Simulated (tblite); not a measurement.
A geometry optimisation, step by step.

Species: C4H9AsOSi.
SMILES with atom numbers: `[O:1]=[CH:2][Si@@H:3]1[CH2:4][CH2:5][CH2:6][AsH:7]1` (hydrogens: H8 on C2; H9 on Si3; H10, H11 on C4; H12, H13 on C5; H14, H15 on C6; H16 on As7)

Computed with GFN2-xTB (tblite), gas phase: L-BFGS steps from a force-field or distance-geometry start until the largest atomic force falls under 0.01 eV/Å. 9 of its 89 geometries are shown.

Step 0: E = -578.5673 eV, largest atomic force 1.659 eV/Å
```
atom  x, y, z in Å  |  force x, y, z in eV/Å
O1      2.509    1.147   -0.582    0.055   0.057   0.051
C2      2.381    0.697    0.534    1.197   0.318  -0.634
Si3     0.772    0.028    1.116   -1.038   0.244   1.271
C4      0.122   -1.247   -0.073   -0.165  -1.317  -0.125
C5     -0.853   -0.565   -1.010   -0.303   0.004  -0.716
C6     -1.844    0.323   -0.249   -0.026  -0.182  -0.132
As7    -0.874    1.630    0.886   -0.029   0.607  -0.427
H8      3.248    0.677    1.214    0.226   0.114   0.110
H9      0.846   -0.497    2.484    0.192  -0.101   0.112
H10     0.956   -1.719   -0.623   -0.543  -0.001   0.083
H11    -0.412   -2.041    0.513    0.434   0.485  -0.533
H12    -0.289    0.058   -1.740   -0.302  -0.321   0.379
H13    -1.418   -1.329   -1.583    0.255   0.332   0.107
H14    -2.483    0.872   -0.963    0.055  -0.285   0.273
H15    -2.486   -0.300    0.403    0.145   0.233  -0.280
H16    -0.182    2.276   -0.339   -0.152  -0.188   0.460
```

Step 11: E = -578.7476 eV, largest atomic force 0.066 eV/Å
```
atom  x, y, z in Å  |  force x, y, z in eV/Å
O1      2.537    1.156   -0.578   -0.022   0.031   0.003
C2      2.422    0.710    0.536   -0.006  -0.066  -0.004
Si3     0.732    0.058    1.178    0.025   0.000  -0.059
C4      0.100   -1.262   -0.064    0.008   0.027   0.007
C5     -0.866   -0.568   -1.022   -0.007  -0.024  -0.003
C6     -1.852    0.320   -0.272    0.032   0.015   0.005
As7    -0.919    1.676    0.854   -0.005   0.023  -0.016
H8      3.308    0.694    1.205   -0.026  -0.002   0.029
H9      0.907   -0.517    2.523    0.056   0.000   0.008
H10     0.903   -1.733   -0.631    0.014   0.009   0.016
H11    -0.417   -2.057    0.477   -0.038   0.044   0.016
H12    -0.291    0.039   -1.729   -0.007   0.027   0.037
H13    -1.414   -1.313   -1.605   -0.016  -0.037  -0.041
H14    -2.522    0.826   -0.976   -0.021  -0.043   0.022
H15    -2.475   -0.289    0.395    0.001   0.011  -0.044
H16    -0.159    2.268   -0.302    0.011  -0.015   0.024
```

Step 22: E = -578.7520 eV, largest atomic force 0.028 eV/Å
```
atom  x, y, z in Å  |  force x, y, z in eV/Å
O1      2.540    1.173   -0.572   -0.008   0.015   0.004
C2      2.417    0.708    0.533    0.018   0.005   0.001
Si3     0.730    0.060    1.175    0.020   0.002   0.017
C4      0.092   -1.258   -0.062   -0.008  -0.019   0.006
C5     -0.866   -0.567   -1.029    0.002   0.002  -0.006
C6     -1.856    0.315   -0.277    0.006   0.006  -0.007
As7    -0.924    1.675    0.848   -0.011  -0.003   0.026
H8      3.295    0.680    1.213    0.001  -0.003  -0.009
H9      0.958   -0.514    2.515   -0.009   0.007  -0.025
H10     0.896   -1.743   -0.614   -0.015  -0.008   0.004
H11    -0.442   -2.035    0.489   -0.011  -0.002  -0.001
H12    -0.290    0.052   -1.724    0.015  -0.001   0.013
H13    -1.405   -1.312   -1.623    0.002   0.004   0.007
H14    -2.537    0.810   -0.977   -0.003  -0.001   0.003
H15    -2.474   -0.297    0.391    0.013   0.005  -0.016
H16    -0.142    2.261   -0.295   -0.011  -0.008  -0.016
```

Step 33: E = -578.7539 eV, largest atomic force 0.039 eV/Å
```
atom  x, y, z in Å  |  force x, y, z in eV/Å
O1      2.538    1.219   -0.564   -0.023   0.006  -0.006
C2      2.421    0.716    0.526    0.000   0.015  -0.008
Si3     0.738    0.057    1.169   -0.014   0.018   0.015
C4      0.080   -1.266   -0.053    0.006   0.000   0.010
C5     -0.857   -0.563   -1.030    0.007  -0.014   0.000
C6     -1.854    0.314   -0.280    0.008  -0.009  -0.016
As7    -0.928    1.669    0.852    0.019  -0.019   0.028
H8      3.303    0.666    1.197    0.013  -0.014   0.005
H9      0.976   -0.517    2.506   -0.005   0.000  -0.003
H10     0.873   -1.778   -0.595   -0.005  -0.013   0.000
H11    -0.478   -2.021    0.505    0.005  -0.011   0.007
H12    -0.263    0.056   -1.709   -0.024   0.012   0.001
H13    -1.393   -1.299   -1.637    0.004  -0.004  -0.010
H14    -2.534    0.811   -0.978   -0.004  -0.004  -0.004
H15    -2.470   -0.308    0.381   -0.003   0.015  -0.011
H16    -0.159    2.252   -0.300    0.015   0.022  -0.008
```

Step 44: E = -578.7554 eV, largest atomic force 0.044 eV/Å
```
atom  x, y, z in Å  |  force x, y, z in eV/Å
O1      2.505    1.279   -0.551   -0.004   0.007  -0.007
C2      2.417    0.725    0.516   -0.022   0.007  -0.001
Si3     0.741    0.052    1.168   -0.011   0.037  -0.003
C4      0.073   -1.276   -0.042    0.014   0.019   0.025
C5     -0.848   -0.566   -1.029    0.011  -0.016   0.007
C6     -1.850    0.312   -0.289    0.012  -0.002   0.000
As7    -0.930    1.662    0.858    0.039  -0.017  -0.012
H8      3.318    0.637    1.158   -0.008  -0.017  -0.011
H9      0.987   -0.520    2.503    0.007  -0.011   0.023
H10     0.855   -1.818   -0.573    0.009   0.028  -0.008
H11    -0.500   -2.011    0.527   -0.018  -0.002  -0.010
H12    -0.249    0.061   -1.697    0.019  -0.022  -0.006
H13    -1.372   -1.300   -1.649   -0.032   0.004  -0.010
H14    -2.522    0.812   -0.993    0.003   0.000   0.000
H15    -2.475   -0.306    0.367   -0.011  -0.002  -0.009
H16    -0.157    2.266   -0.284   -0.009  -0.012   0.021
```

Step 55: E = -578.7606 eV, largest atomic force 0.295 eV/Å
```
atom  x, y, z in Å  |  force x, y, z in eV/Å
O1      2.360    1.490   -0.493    0.009  -0.174   0.238
C2      2.360    0.754    0.466    0.046   0.076  -0.134
Si3     0.725    0.049    1.200    0.040   0.037   0.016
C4      0.058   -1.294    0.005    0.022   0.009   0.024
C5     -0.812   -0.583   -1.024    0.008  -0.001   0.013
C6     -1.821    0.322   -0.327   -0.019  -0.007  -0.004
As7    -0.946    1.644    0.893    0.009  -0.008  -0.069
H8      3.327    0.489    0.951   -0.085   0.038  -0.076
H9      1.034   -0.534    2.518    0.022   0.010  -0.012
H10     0.838   -1.873   -0.487    0.009   0.000   0.000
H11    -0.555   -1.992    0.581    0.000  -0.020  -0.020
H12    -0.173    0.013   -1.685   -0.011   0.022   0.013
H13    -1.336   -1.314   -1.648   -0.003   0.006  -0.001
H14    -2.448    0.837   -1.061    0.009   0.030   0.001
H15    -2.492   -0.289    0.289   -0.010   0.005   0.002
H16    -0.126    2.291   -0.189   -0.044  -0.023   0.010
```

Step 66: E = -578.7637 eV, largest atomic force 0.022 eV/Å
```
atom  x, y, z in Å  |  force x, y, z in eV/Å
O1      2.333    1.512   -0.469    0.011   0.003   0.001
C2      2.349    0.748    0.463    0.002  -0.012  -0.018
Si3     0.721    0.051    1.215    0.012   0.003   0.009
C4      0.061   -1.294    0.017   -0.001   0.002   0.010
C5     -0.805   -0.583   -1.018   -0.001   0.006   0.008
C6     -1.822    0.323   -0.332   -0.007   0.002  -0.002
As7    -0.953    1.641    0.893    0.000   0.000  -0.006
H8      3.325    0.451    0.901   -0.009  -0.008  -0.001
H9      1.061   -0.530    2.526   -0.011   0.005   0.000
H10     0.847   -1.868   -0.472   -0.001   0.010  -0.006
H11    -0.555   -1.998    0.580    0.007  -0.010   0.014
H12    -0.165    0.017   -1.672   -0.005   0.004   0.000
H13    -1.324   -1.315   -1.645    0.008   0.013  -0.006
H14    -2.429    0.852   -1.073   -0.005  -0.006  -0.010
H15    -2.511   -0.282    0.270    0.002  -0.008  -0.002
H16    -0.140    2.283   -0.195   -0.002  -0.004   0.008
```

Step 77: E = -578.7644 eV, largest atomic force 0.019 eV/Å
```
atom  x, y, z in Å  |  force x, y, z in eV/Å
O1      2.334    1.519   -0.466   -0.003   0.002  -0.005
C2      2.347    0.742    0.455    0.009  -0.010   0.013
Si3     0.718    0.057    1.219    0.007   0.004   0.007
C4      0.063   -1.291    0.022    0.002  -0.003   0.003
C5     -0.803   -0.580   -1.013    0.006   0.002  -0.002
C6     -1.826    0.322   -0.333   -0.002  -0.004   0.000
As7    -0.962    1.641    0.894    0.003   0.009   0.004
H8      3.321    0.420    0.877   -0.008  -0.006  -0.005
H9      1.057   -0.521    2.531   -0.003   0.006  -0.003
H10     0.853   -1.857   -0.469    0.000   0.000   0.001
H11    -0.545   -2.002    0.586   -0.009   0.001  -0.008
H12    -0.160    0.026   -1.659   -0.002  -0.004  -0.016
H13    -1.315   -1.310   -1.648    0.011   0.002  -0.001
H14    -2.428    0.850   -1.079   -0.005  -0.003   0.002
H15    -2.518   -0.285    0.263    0.001  -0.004   0.008
H16    -0.145    2.280   -0.191   -0.007   0.006   0.001
```

Step 88: E = -578.7649 eV, largest atomic force 0.008 eV/Å
```
atom  x, y, z in Å  |  force x, y, z in eV/Å
O1      2.335    1.523   -0.459   -0.003   0.001   0.000
C2      2.346    0.733    0.451    0.002   0.001   0.005
Si3     0.715    0.064    1.223   -0.001   0.002  -0.006
C4      0.065   -1.286    0.025    0.001  -0.002  -0.001
C5     -0.796   -0.577   -1.014    0.002  -0.001   0.001
C6     -1.826    0.319   -0.333   -0.001  -0.001  -0.001
As7    -0.970    1.642    0.895    0.002   0.007   0.002
H8      3.320    0.383    0.851   -0.004  -0.002  -0.001
H9      1.050   -0.506    2.539    0.001  -0.003   0.003
H10     0.859   -1.852   -0.461    0.000  -0.001  -0.003
H11    -0.548   -1.996    0.584    0.002   0.000   0.002
H12    -0.154    0.033   -1.658    0.002  -0.001   0.000
H13    -1.302   -1.308   -1.653   -0.002   0.003   0.001
H14    -2.434    0.842   -1.078   -0.001  -0.001  -0.002
H15    -2.511   -0.294    0.264    0.001  -0.002   0.002
H16    -0.157    2.289   -0.187    0.000   0.001  -0.003
```

**Question.** Summarise the path.

**Answer.** The energy falls by 4.56 kcal/mol from step 0 to step 88; nine tenths of that is first reached at step 10. It rises by more than 0.2 meV at step 52. The largest force goes from 1.659 to 0.008 eV/Å. Among the bonds C2–Si3 changes most, from 1.837 to 1.925 Å; the atoms move by 0.209 Å rms after alignment.

**Question.** Follow the three bonds and two angles with the largest change from start to end.

**Answer.** 
| step | E above end (kcal/mol) | largest force (eV/Å) | C2–Si3 (Å) | Si3–C4 (Å) | As7–H16 (Å) | As7–Si3–H9 (°) | C2–Si3–H9 (°) |
| --- | --- | --- | --- | --- | --- | --- | --- |
| 0 | 4.56 | 1.659 | 1.837 | 1.861 | 1.549 | 112.1 | 112.4 |
| 4 | 0.91 | 0.303 | 1.915 | 1.909 | 1.494 | 116.7 | 111.1 |
| 8 | 0.51 | 0.119 | 1.915 | 1.919 | 1.508 | 117.9 | 110.5 |
| 11 | 0.40 | 0.066 | 1.922 | 1.920 | 1.506 | 118.8 | 109.4 |
| 15 | 0.34 | 0.048 | 1.918 | 1.917 | 1.503 | 119.2 | 108.6 |
| 19 | 0.31 | 0.062 | 1.919 | 1.918 | 1.508 | 120.1 | 107.8 |
| 23 | 0.29 | 0.036 | 1.917 | 1.917 | 1.504 | 120.3 | 107.4 |
| 27 | 0.28 | 0.034 | 1.918 | 1.918 | 1.506 | 120.5 | 107.2 |
| 31 | 0.26 | 0.045 | 1.919 | 1.916 | 1.502 | 120.5 | 107.1 |
| 34 | 0.25 | 0.039 | 1.919 | 1.918 | 1.504 | 120.4 | 107.2 |
| 38 | 0.24 | 0.029 | 1.920 | 1.918 | 1.505 | 120.4 | 107.3 |
| 42 | 0.23 | 0.028 | 1.919 | 1.917 | 1.503 | 120.4 | 107.3 |
| 46 | 0.20 | 0.070 | 1.922 | 1.917 | 1.507 | 120.6 | 107.5 |
| 50 | 0.14 | 0.102 | 1.919 | 1.918 | 1.499 | 121.4 | 108.0 |
| 54 | 0.10 | 0.040 | 1.922 | 1.918 | 1.501 | 121.9 | 108.0 |
| 57 | 0.08 | 0.037 | 1.924 | 1.917 | 1.503 | 122.4 | 107.9 |
| 61 | 0.05 | 0.044 | 1.923 | 1.918 | 1.500 | 123.4 | 107.6 |
| 65 | 0.03 | 0.034 | 1.924 | 1.919 | 1.501 | 123.9 | 107.2 |
| 69 | 0.02 | 0.024 | 1.924 | 1.917 | 1.501 | 123.9 | 107.3 |
| 73 | 0.02 | 0.027 | 1.924 | 1.918 | 1.500 | 124.0 | 107.3 |
| 77 | 0.01 | 0.019 | 1.925 | 1.918 | 1.501 | 123.8 | 107.3 |
| 80 | 0.01 | 0.020 | 1.925 | 1.918 | 1.501 | 123.8 | 107.3 |
| 84 | 0.00 | 0.020 | 1.925 | 1.918 | 1.501 | 123.5 | 107.4 |
| 88 | 0.00 | 0.008 | 1.925 | 1.918 | 1.501 | 123.6 | 107.4 |

What follows is the cost of the whole relaxation. Time: 0.54 s of wall time. Hardware: one thread of an Arm Neoverse V2, shared host.
